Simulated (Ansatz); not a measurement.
Geometry optimisation, RKS B3LYP-D4/STO-3G (Ansatz 0.2.0).

input.yaml

```yaml
crystal:
  periodic: [false, false, false]
  atoms:
    - { symbol: C, position_ang: [-0.0034, -1.3635, 0.9073] }
    - { symbol: O, position_ang: [0.9477, -0.401, 0.5361] }
    - { symbol: B, position_ang: [0.5489, 0.2272, -0.759] }
    - { symbol: B, position_ang: [-0.162, 1.681, -0.7798] }
    - { symbol: F, position_ang: [-0.5602, 2.278, -2.0593] }
    - { symbol: Cl, position_ang: [-0.7334, 2.5065, 0.7969] }
    - { symbol: H, position_ang: [0.2606, -1.7873, 1.8625] }
    - { symbol: H, position_ang: [-0.1071, -2.1204, 0.1382] }
    - { symbol: H, position_ang: [-1.0298, -0.7987, 1.0974] }
    - { symbol: H, position_ang: [0.9217, -0.2731, -1.7375] }
basis:
  gaussian: { orbitals: STO-3G }
hamiltonian:
  xc: b3lyp
  dispersion: d4
relax:
  f_tol: 0.015
  max_steps: 40
```

Run as:

```bash
$ ansatz run input.yaml --threads 1 --pin off --max-ram 2048MiB --backend cpu --events-out ev --progress --plain --runs-dir out
```

Where does it end, and by what steps?

The run converged. Limits of this set-up: minimal basis. After 34 steps the energy has fallen by 2.409 eV; Cl6 moved furthest, 1.86 Å.

```json
{"step": "0", "energy less start (eV)": "0.0000", "largest force component (eV/Å)": "5.185", "accepted": "yes"}
{"step": "2", "energy less start (eV)": "-1.2600", "largest force component (eV/Å)": "2.329", "accepted": "yes"}
{"step": "4", "energy less start (eV)": "-1.8835", "largest force component (eV/Å)": "1.521", "accepted": "yes"}
{"step": "6", "energy less start (eV)": "-2.2877", "largest force component (eV/Å)": "0.394", "accepted": "yes"}
{"step": "8", "energy less start (eV)": "-2.3093", "largest force component (eV/Å)": "1.115", "accepted": "no"}
{"step": "10", "energy less start (eV)": "-2.3810", "largest force component (eV/Å)": "0.105", "accepted": "yes"}
{"step": "12", "energy less start (eV)": "-2.3831", "largest force component (eV/Å)": "0.096", "accepted": "yes"}
{"step": "14", "energy less start (eV)": "-2.3836", "largest force component (eV/Å)": "0.093", "accepted": "yes"}
{"step": "16", "energy less start (eV)": "-2.3846", "largest force component (eV/Å)": "0.228", "accepted": "yes"}
{"step": "18", "energy less start (eV)": "-2.3906", "largest force component (eV/Å)": "0.062", "accepted": "yes"}
{"step": "20", "energy less start (eV)": "-2.3938", "largest force component (eV/Å)": "0.049", "accepted": "yes"}
{"step": "22", "energy less start (eV)": "-2.3978", "largest force component (eV/Å)": "0.133", "accepted": "yes"}
{"step": "24", "energy less start (eV)": "-2.4029", "largest force component (eV/Å)": "0.104", "accepted": "yes"}
{"step": "26", "energy less start (eV)": "-2.4052", "largest force component (eV/Å)": "0.081", "accepted": "yes"}
{"step": "28", "energy less start (eV)": "-2.4076", "largest force component (eV/Å)": "0.107", "accepted": "yes"}
{"step": "30", "energy less start (eV)": "-2.4086", "largest force component (eV/Å)": "0.100", "accepted": "yes"}
{"step": "32", "energy less start (eV)": "-2.4090", "largest force component (eV/Å)": "0.031", "accepted": "yes"}
{"step": "34", "energy less start (eV)": "-2.4091", "largest force component (eV/Å)": "0.005", "accepted": "yes"}
```

```xyz
10
Properties=species:S:1:pos:R:3
C -0.103 -1.634 0.853
O -0.479 -0.253 0.487
B 0.201 0.363 -0.507
B -0.200 1.959 -0.874
F -1.090 2.372 -1.739
Cl 0.750 3.276 -0.017
H 0.206 -1.639 1.918
H 0.723 -2.024 0.225
H -0.996 -2.280 0.738
H 1.071 -0.190 -1.081
```

Whether the end is a true minimum wasn't checked by a vibrational analysis.

Time of the run: 3.6 min on 1 thread of Intel(R) Xeon(R) Processor @ 2.50GHz (Skylake/Cascade Lake), with other jobs on the host, peak memory 0.18 GiB.
